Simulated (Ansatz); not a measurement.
propoxymethylsilane (C₄H₁₂OSi), SMILES CCCOC[SiH3].

Coordinates come from a B3LYP-D3(BJ)/def2-SVP optimisation. Other conformers were not sampled.

Two levels are set side by side: PBE/def2-SVPD (Ansatz, a program for electronic structure) and CAM-B3LYP/def2-SVPD (Ansatz). Energy differences of separate SCF runs at the same geometry; the states with an electron removed or added have multiplicity 2 and 2. Differences are taken from unrounded values.

```
quantity                           CAM-B3LYP
---------------------------------  ---------
vertical ionisation energy (eV)         9.79
vertical singlet–triplet gap (eV)       7.08
```

Problem. What does PBE give, and how far is it from CAM-B3LYP? (An estimate is asked for; the answer gives what the named calculation found.)

Solution. 
```json
[
 {"quantity": "vertical ionisation energy (eV)", "PBE": "9.30", "PBE minus CAM-B3LYP": "-0.49"},
 {"quantity": "vertical singlet–triplet gap (eV)", "PBE": "6.35", "PBE minus CAM-B3LYP": "-0.73"}
]
```
